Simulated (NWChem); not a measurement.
System: HfF₄; SMILES [F][Hf]([F])([F])[F]

The following NWChem deck was run.

```
start job
memory heap 200 mb stack 900 mb global 1100 mb
geometry units angstroms noautoz
  Hf    -0.000006    -0.000001     0.000006
  F     -1.274372    -0.876173     1.110503
  F      1.295243     0.873948     1.087861
  F     -0.885443     1.285990    -1.089544
  F      0.864550    -1.283752    -1.108783
end
basis spherical
  * library def2-svp
end
ecp
  Hf library def2-ecp
end
dft
  xc xcamb88 1.00 lyp 0.81 vwn_5 0.19 hfexch 1.00
  cam 0.33 cam_alpha 0.19 cam_beta 0.46
  iterations 150
  mulliken
end
task dft energy
```

Parts of the log:

```
             Northwest Computational Chemistry Package (NWChem) 7.3.0
             --------------------------------------------------------

 C1  symmetry detected

                             Geometry "geometry" -> ""
                             -------------------------

 Output coordinates in angstroms (scale by  1.889725989 to convert to a.u.)

  No.       Tag          Charge          X              Y              Z
 ---- ---------------- ---------- -------------- -------------- --------------
    1 Hf                  72.0000     0.00000094    -0.00000142    -0.00000055
    2 F                    9.0000    -1.52841364    -0.94867765    -0.62358049
    3 F                    9.0000    -0.44497498     0.94375383     1.59254703
    4 F                    9.0000     0.56716347     1.23587372    -1.33260328
    5 F                    9.0000     1.40621761    -1.23093853     0.36364112

 Effective nuclear repulsion energy (a.u.)     803.1442303974

                                 NWChem DFT Module
                                 -----------------

 Summary of "ao basis" -> "ao basis" (spherical)
 ------------------------------------------------------------------------------
       Tag                 Description            Shells   Functions and Types
 ---------------- ------------------------------  ------  ---------------------
 Hf                         def2-svp                12       32   6s3p2d1f
 F                          def2-svp                 6       14   3s2p1d

            General Information
            -------------------
          SCF calculation type: DFT
          Wavefunction type:  closed shell.
          No. of atoms     :     5
          No. of electrons :    48
           Alpha electrons :    24
            Beta electrons :    24
          Charge           :     0
          Spin multiplicity:     1
          Use of symmetry is: off; symmetry adaption is: off
          Maximum number of iterations: 150
          AO basis - number of functions:    88
                     number of shells:    36
          Convergence on energy requested:  1.00D-06
          Convergence on density requested:  1.00D-05
          Convergence on gradient requested:  5.00D-04

              XC Information
              --------------
                     Hartree-Fock (Exact) Exchange  1.000
                   CAM-Becke88 Exchange Functional  1.000
                      VWN V Correlation Functional  0.190 local
              Lee-Yang-Parr Correlation Functional  0.810

           Range-Separation Parameters
           ---------------------------
           Alpha           :  0.19
           Beta            :  0.46
           Gamma           :  0.33
           Short-Range HF  :     F

             Grid Information
             ----------------
          Grid used for XC integration:  medium
          Radial quadrature: Mura-Knowles
          Angular quadrature: Lebedev.
          Tag              B.-S. Rad. Rad. Pts. Rad. Cut. Ang. Pts.
          ---              ---------- --------- --------- ---------
          Hf                  1.55      123           9.0       590
          F                   0.50       49           7.0       434
          Grid pruning is: on
          Number of quadrature shells:   319
          Spatial weights used:  Erf1

      Superposition of Atomic Density Guess
      -------------------------------------

 Sum of atomic energies:        -449.10828576

      Non-variational initial energy
      ------------------------------

 Total energy =    -444.216951
 1-e energy   =   -1038.250453
 2-e energy   =     391.243553
 HOMO         =      -0.650337
 LUMO         =      -0.053761

     ---------------------------------------------
      Total Density - Mulliken Population Analysis
     ---------------------------------------------

    Atom       Charge   Shell Charges
 -----------   ------   -------------------------------------------------------
    1 Hf  12     9.23   0.03 -0.29  1.73  0.55  0.17  0.02  5.51  0.57  0.06  0.62  0.13  0.13
    2 F    9     9.69   1.99  1.16  0.79  3.59  2.16  0.00
    3 F    9     9.69   1.99  1.16  0.79  3.59  2.16  0.00
    4 F    9     9.69   1.99  1.16  0.79  3.59  2.16  0.00
    5 F    9     9.69   1.99  1.16  0.79  3.59  2.16  0.00

   convergence    iter        energy       DeltaE   RMS-Dens  Diis-err
 ---------------- ----- ----------------- --------- --------- ---------
 d= 0,ls=0.0,diis     1   -447.0100602218 -6.50D+02  2.75D-02  2.34D+00
 d= 0,ls=0.0,diis     2   -446.5615099731  4.49D-01  1.50D-02  8.64D+00
 d= 0,ls=0.0,diis     3   -447.2918361548 -7.30D-01  5.73D-04  5.98D-03
 d= 0,ls=0.0,diis     4   -447.2923756482 -5.39D-04  1.09D-04  3.19D-04
 d= 0,ls=0.0,diis     5   -447.2924050189 -2.94D-05  4.07D-05  9.41D-06
  Resetting Diis
 d= 0,ls=0.0,diis     6   -447.2924064050 -1.39D-06  7.46D-06  1.47D-07
 d= 0,ls=0.0,diis     7   -447.2924064456 -4.06D-08  1.52D-06  4.54D-09

         Total DFT energy =     -447.292406445617
      One electron energy =    -1041.586625458730
           Coulomb energy =      439.297268505323
    Exchange-Corr. energy =      -47.792998743607
 Nuclear repulsion energy =      202.789949251397

 Numeric. integr. density =       48.000007565171

                       DFT Final Molecular Orbital Analysis
                       ------------------------------------

 Vector   22  Occ=2.000000D+00  E=-4.974014D-01
              MO Center=  1.0D-01, -3.7D-01, -4.8D-01, r^2= 3.6D+00
   Bfn.  Coefficient  Atom+Function         Bfn.  Coefficient  Atom+Function
  ----- ------------  ---------------      ----- ------------  ---------------
    64      0.340629  4 F  px                37      0.324705  2 F  py
    79     -0.285314  5 F  py                78     -0.259530  5 F  px
    67     -0.238668  4 F  px                40     -0.227511  2 F  py
    82      0.199912  5 F  py                38     -0.187073  2 F  pz
    81      0.181844  5 F  px                41      0.131076  2 F  pz

 Vector   23  Occ=2.000000D+00  E=-4.974013D-01
              MO Center= -9.0D-02, -1.6D-01,  4.2D-01, r^2= 3.8D+00
   Bfn.  Coefficient  Atom+Function         Bfn.  Coefficient  Atom+Function
  ----- ------------  ---------------      ----- ------------  ---------------
    50      0.373665  3 F  px                80     -0.343625  5 F  pz
    53     -0.261815  3 F  px                38      0.244163  2 F  pz
    83      0.240767  5 F  pz                36     -0.185168  2 F  px
    64     -0.176729  4 F  px                41     -0.171078  2 F  pz
    52      0.140093  3 F  pz                37      0.137795  2 F  py

 Vector   24  Occ=2.000000D+00  E=-4.974010D-01
              MO Center= -1.2D-02,  5.3D-01,  5.2D-02, r^2= 3.7D+00
   Bfn.  Coefficient  Atom+Function         Bfn.  Coefficient  Atom+Function
  ----- ------------  ---------------      ----- ------------  ---------------
    51      0.347738  3 F  py                65     -0.306598  4 F  py
    66     -0.258722  4 F  pz                54     -0.243649  3 F  py
    38      0.230550  2 F  pz                68      0.214823  4 F  py
    80      0.199975  5 F  pz                69      0.181279  4 F  pz
    52     -0.171876  3 F  pz                41     -0.161539  2 F  pz

 Vector   25  Occ=0.000000D+00  E=-8.692975D-03
              MO Center=  2.2D-05, -3.6D-05, -1.6D-06, r^2= 7.3D+00
   Bfn.  Coefficient  Atom+Function         Bfn.  Coefficient  Atom+Function
  ----- ------------  ---------------      ----- ------------  ---------------
     6      1.283074  1 Hf s                  3     -0.281164  1 Hf s
    35     -0.170041  2 F  s                 49     -0.170043  3 F  s
    63     -0.170040  4 F  s                 77     -0.170042  5 F  s
     2      0.158344  1 Hf s                  5     -0.138686  1 Hf s
    34     -0.094487  2 F  s                 48     -0.094487  3 F  s

 Vector   26  Occ=0.000000D+00  E= 2.044980D-02
              MO Center=  8.2D-06, -2.1D-06, -2.0D-06, r^2= 1.8D+00
   Bfn.  Coefficient  Atom+Function         Bfn.  Coefficient  Atom+Function
  ----- ------------  ---------------      ----- ------------  ---------------
    19      0.753614  1 Hf d  1              18     -0.490087  1 Hf d  0
    20      0.315219  1 Hf d  2              50     -0.157795  3 F  px
    64      0.157574  4 F  px                38      0.156504  2 F  pz
    80     -0.156033  5 F  pz                53      0.135055  3 F  px
    67     -0.134866  4 F  px                41     -0.133950  2 F  pz

 Vector   27  Occ=0.000000D+00  E= 2.045144D-02
              MO Center=  1.2D-06, -3.0D-06,  1.0D-07, r^2= 1.8D+00
   Bfn.  Coefficient  Atom+Function         Bfn.  Coefficient  Atom+Function
  ----- ------------  ---------------      ----- ------------  ---------------
    20      0.810330  1 Hf d  2              18      0.467275  1 Hf d  0
    17     -0.196592  1 Hf d -1              37      0.143796  2 F  py
    51     -0.144095  3 F  py                65     -0.125578  4 F  py
    79      0.125874  5 F  py                40     -0.123075  2 F  py
    54      0.123331  3 F  py                66     -0.107343  4 F  pz

     ---------------------------------------------
      Total Density - Mulliken Population Analysis
     ---------------------------------------------

    Atom       Charge   Shell Charges
 -----------   ------   -------------------------------------------------------
    1 Hf  12    10.61   0.03 -0.30  1.82  0.49  0.25 -0.01  5.60  0.57  0.14  1.44  0.34  0.24
    2 F    9     9.35   1.99  1.12  0.82  3.34  2.08  0.00
    3 F    9     9.35   1.99  1.12  0.82  3.34  2.08  0.00
    4 F    9     9.35   1.99  1.12  0.82  3.34  2.08  0.00
    5 F    9     9.35   1.99  1.12  0.82  3.34  2.08  0.00

     -------------------------------------------
      Total Density - Lowdin Population Analysis
     -------------------------------------------

[...]
```

Level: CAM-B3LYP/def2-SVP with def2 effective core potentials on Hf. All runs use the structure optimised with PBE0/def2-SVP. No frequency run checked for a minimum. def2 effective core potentials on Hf; no spin-orbit coupling.
